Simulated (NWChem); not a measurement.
System: BHSF₂; SMILES FB(F)S

The following NWChem deck was run.

```
start job
memory heap 200 mb stack 900 mb global 1100 mb
geometry units angstroms noautosym nocenter noautoz
  B      0.009338    -0.473922     0.000000
  F      1.138358    -1.162611     0.000000
  F     -1.140551    -1.130903     0.000000
  S      0.087569     1.339934     0.000000
  H     -1.247301     1.533527     0.000000
end
basis spherical
  * library def2-svp
end
dft
  xc b3lyp
  iterations 150
end
property
  response 1 0.0773
end
task dft property
```

NWChem printed, in part:

```
             Northwest Computational Chemistry Package (NWChem) 7.3.0
             --------------------------------------------------------

                             Geometry "geometry" -> ""
                             -------------------------

 Output coordinates in angstroms (scale by  1.889725989 to convert to a.u.)

  No.       Tag          Charge          X              Y              Z
 ---- ---------------- ---------- -------------- -------------- --------------
    1 B                    5.0000     0.00933800    -0.47392200     0.00000000
    2 F                    9.0000     1.13835800    -1.16261100     0.00000000
    3 F                    9.0000    -1.14055100    -1.13090300     0.00000000
    4 S                   16.0000     0.08756900     1.33993400     0.00000000
    5 H                    1.0000    -1.24730100     1.53352700     0.00000000

 Effective nuclear repulsion energy (a.u.)     144.3072076594

                              NWChem Property Module
                              ----------------------

                                 NWChem DFT Module
                                 -----------------

 Summary of "ao basis" -> "ao basis" (spherical)
 ------------------------------------------------------------------------------
       Tag                 Description            Shells   Functions and Types
 ---------------- ------------------------------  ------  ---------------------
 B                          def2-svp                 6       14   3s2p1d
 F                          def2-svp                 6       14   3s2p1d
 S                          def2-svp                 8       18   4s3p1d
 H                          def2-svp                 3        5   2s1p

            General Information
            -------------------
          SCF calculation type: DFT
          Wavefunction type:  closed shell.
          No. of atoms     :     5
          No. of electrons :    40
           Alpha electrons :    20
            Beta electrons :    20
          Charge           :     0
          Spin multiplicity:     1
          Use of symmetry is: off; symmetry adaption is: off
          Maximum number of iterations: 150
          AO basis - number of functions:    65
                     number of shells:    29
          Convergence on energy requested:  1.00D-06
          Convergence on density requested:  1.00D-05
          Convergence on gradient requested:  5.00D-04

              XC Information
              --------------
                         B3LYP Method XC Potential
                     Hartree-Fock (Exact) Exchange  0.200
                        Slater Exchange Functional  0.800 local
                    Becke 1988 Exchange Functional  0.720 non-local
              Lee-Yang-Parr Correlation Functional  0.810
                  VWN I RPA Correlation Functional  0.190 local

             Grid Information
             ----------------
          Grid used for XC integration:  medium
          Radial quadrature: Mura-Knowles
          Angular quadrature: Lebedev.
          Tag              B.-S. Rad. Rad. Pts. Rad. Cut. Ang. Pts.
          ---              ---------- --------- --------- ---------
          B                   0.85       49           8.0       434
          F                   0.50       49          10.0       434
          S                   1.00       88           8.0       590
          H                   0.35       45           8.0       434
          Grid pruning is: on
          Number of quadrature shells:   280
          Spatial weights used:  Erf1

      Superposition of Atomic Density Guess
      -------------------------------------

 Sum of atomic energies:        -620.93561486

      Non-variational initial energy
      ------------------------------

 Total energy =    -621.949657
 1-e energy   =   -1147.246922
 2-e energy   =     380.990057
 HOMO         =      -0.336546
 LUMO         =       0.095639

   convergence    iter        energy       DeltaE   RMS-Dens  Diis-err
 ---------------- ----- ----------------- --------- --------- ---------
 d= 0,ls=0.0,diis     1   -623.1086662380 -7.67D+02  1.86D-02  7.60D-01
 d= 0,ls=0.0,diis     2   -623.0868960418  2.18D-02  9.14D-03  1.29D+00
 d= 0,ls=0.0,diis     3   -623.1994702622 -1.13D-01  1.46D-03  2.10D-02
 d= 0,ls=0.0,diis     4   -623.2009066132 -1.44D-03  6.46D-04  2.48D-03
 d= 0,ls=0.0,diis     5   -623.2011770239 -2.70D-04  1.93D-04  1.87D-04
  Resetting Diis
 d= 0,ls=0.0,diis     6   -623.2012052922 -2.83D-05  2.25D-05  3.53D-06
 d= 0,ls=0.0,diis     7   -623.2012056401 -3.48D-07  1.93D-05  1.04D-06
 d= 0,ls=0.0,diis     8   -623.2012055157  1.24D-07  1.12D-05  2.60D-06
 d= 0,ls=0.0,diis     9   -623.2012057361 -2.20D-07  1.07D-06  6.59D-09

         Total DFT energy =     -623.201205736070
      One electron energy =    -1149.165318759610
           Coulomb energy =      432.787070744499
    Exchange-Corr. energy =      -51.130165380339
 Nuclear repulsion energy =      144.307207659380

 Numeric. integr. density =       40.000003160181

                       DFT Final Molecular Orbital Analysis
                       ------------------------------------

 Vector   18  Occ=2.000000D+00  E=-4.169870D-01
              MO Center=  3.4D-01, -7.0D-02, -8.4D-11, r^2= 3.0D+00
   Bfn.  Coefficient  Atom+Function         Bfn.  Coefficient  Atom+Function
  ----- ------------  ---------------      ----- ------------  ---------------
    19      0.443275  2 F  py                22     -0.290769  2 F  py
    61     -0.264769  5 H  s                 50      0.211281  4 S  px
    18      0.204218  2 F  px                53      0.190726  4 S  px
    46      0.176468  4 S  s                 32      0.166097  3 F  px
    54     -0.146939  4 S  py                21     -0.141470  2 F  px

 Vector   19  Occ=2.000000D+00  E=-3.562394D-01
              MO Center=  3.5D-02,  1.0D+00, -4.3D-11, r^2= 2.3D+00
   Bfn.  Coefficient  Atom+Function         Bfn.  Coefficient  Atom+Function
  ----- ------------  ---------------      ----- ------------  ---------------
    54      0.377995  4 S  py                51      0.314371  4 S  py
    33     -0.253920  3 F  py                53      0.247369  4 S  px
     5      0.226187  1 B  py                45      0.222748  4 S  s
    50      0.220369  4 S  px                46      0.188480  4 S  s
    48      0.180968  4 S  py                36      0.164378  3 F  py

 Vector   20  Occ=2.000000D+00  E=-2.914729D-01
              MO Center=  6.1D-02,  1.1D+00,  4.2D-11, r^2= 1.7D+00
   Bfn.  Coefficient  Atom+Function         Bfn.  Coefficient  Atom+Function
  ----- ------------  ---------------      ----- ------------  ---------------
    55      0.608775  4 S  pz                52      0.440558  4 S  pz
    49      0.250275  4 S  pz                 6     -0.127516  1 B  pz
    20      0.113797  2 F  pz                34      0.109241  3 F  pz
    23     -0.087817  2 F  pz                37     -0.084395  3 F  pz
     9      0.060948  1 B  pz                11      0.035347  1 B  d -1

 Vector   21  Occ=0.000000D+00  E= 6.409576D-03
              MO Center=  1.5D-02, -2.8D-01,  3.5D-11, r^2= 2.3D+00
   Bfn.  Coefficient  Atom+Function         Bfn.  Coefficient  Atom+Function
  ----- ------------  ---------------      ----- ------------  ---------------
     6      0.649307  1 B  pz                 9     -0.561820  1 B  pz
    55      0.374787  4 S  pz                20     -0.245886  2 F  pz
    34     -0.245736  3 F  pz                23      0.232611  2 F  pz
    37      0.231647  3 F  pz                52      0.177319  4 S  pz
    57      0.100785  4 S  d -1              49      0.098850  4 S  pz

 Vector   22  Occ=0.000000D+00  E= 1.383296D-02
              MO Center= -7.2D-01,  1.3D+00, -1.5D-10, r^2= 3.0D+00
   Bfn.  Coefficient  Atom+Function         Bfn.  Coefficient  Atom+Function
  ----- ------------  ---------------      ----- ------------  ---------------
    62      1.246249  5 H  s                 46     -0.844863  4 S  s
    53      0.803542  4 S  px                 3      0.370014  1 B  s
    61      0.319091  5 H  s                 50      0.247021  4 S  px
     7      0.200074  1 B  px                45     -0.196905  4 S  s
     2     -0.178028  1 B  s                 17     -0.165343  2 F  s

 Vector   23  Occ=0.000000D+00  E= 6.694321D-02
              MO Center= -1.2D-01, -2.6D-01,  2.2D-11, r^2= 3.8D+00
   Bfn.  Coefficient  Atom+Function         Bfn.  Coefficient  Atom+Function
  ----- ------------  ---------------      ----- ------------  ---------------
     3      1.677080  1 B  s                 54      0.680677  4 S  py
    31     -0.487626  3 F  s                 46     -0.449114  4 S  s
    17     -0.367679  2 F  s                 45     -0.247600  4 S  s
    51      0.185240  4 S  py                62     -0.144436  5 H  s
    30     -0.141791  3 F  s                 61     -0.138680  5 H  s

     Multipole analysis of the density
     ---------------------------------

     L   x y z        total         alpha         beta         nuclear
     -   - - -        -----         -----         ----         -------
     0   0 0 0     -0.000000    -20.000000    -20.000000     40.000000

     1   1 0 0     -0.372979     -0.357279     -0.357279      0.341579
     1   0 1 0      0.348200      0.210728      0.210728     -0.073255
     1   0 0 1      0.000000      0.000000      0.000000      0.000000

     2   2 0 0    -21.308422    -55.380593    -55.380593     89.452764
     2   1 1 0     -1.472829     -0.093543     -0.093543     -1.285744
     2   1 0 1     -0.000000     -0.000000     -0.000000      0.000000
     2   0 2 0    -21.918977   -110.729559   -110.729559    199.540142
     2   0 1 1      0.000000      0.000000      0.000000      0.000000
     2   0 0 2    -20.848125    -10.424062    -10.424062      0.000000

 *** CALLING NEW AORESP DRIVER FOR CLOSED AND OPEN SHELLS ***
 Entering AOResponse driver routine

--------------------------------------------------------------------------------

          -----------------------------------------------
          Solving response equations for perturbing field
          -----------------------------------------------

 number of frequencies:     1
 frequency in a.u.:  0.7730000E-01
 Perturbing field: electric
 Using El. Dipole Length Gauge

 Setting up CPKS with frequency omega =      0.07730000 a.u.

                            NWChem Dynamic CPHF Module
                            --------------------------

    scftype = RHF
    nclosed =   20
      nopen =    0
  variables =     1800
  num. vecs =        3
  tolerance =   1.0D-04
  max. iter =   50

 SCF residual:    1.8164778143974177E-005

Iterative solution of linear equations
  No. of variables     1800
  No. of equations        3
  Maximum subspace       30
       Convergence  1.0D-04

   iter   nsub   residual    time
   ----  ------  --------  ---------
     1      3    3.93D+00       4.1
     2      6    1.46D+00       5.8
     3      9    4.99D-01       7.5
     4     12    1.07D-01       9.2
     5     15    9.69D-03      10.9
     6     18    1.05D-03      12.6
     7     21    2.83D-04      14.3
     8     24    2.76D-05      16.0

 Electric Dipole Response Matrix (nonzero elements):

              1        2        3
    1   26.6397  -1.5583  -0.0000
    2   -1.5583  34.1260   0.0000
    3   -0.0000   0.0000  17.6618

 ------------------------------------------
 average:        26.14248 + I       0.00000

 DFT Linear Response polarizability / au
 Frequency  =       0.0773000 / au
 Wavelength =     589.4353558 / nm
              X              Y              Z
 -----------------------------------------------
 X      26.6396572     -1.5582888     -0.0000000
 Y      -1.5582994     34.1259791      0.0000000
 Z      -0.0000000      0.0000000     17.6617918
 -----------------------------------------------
 Eigenvalues =      26.3282506     34.4373857     17.6617918
 Isotropic   =      26.1424760
 Anisotropic =      14.5307628
 -----------------------------------------------

 Magnetic Dipole Response Matrix (nonzero elements):

 Exiting AOResponse driver routine
```

Level: B3LYP/def2-SVP. All runs use the structure optimised with B3LYP/6-31G* (spherical d).
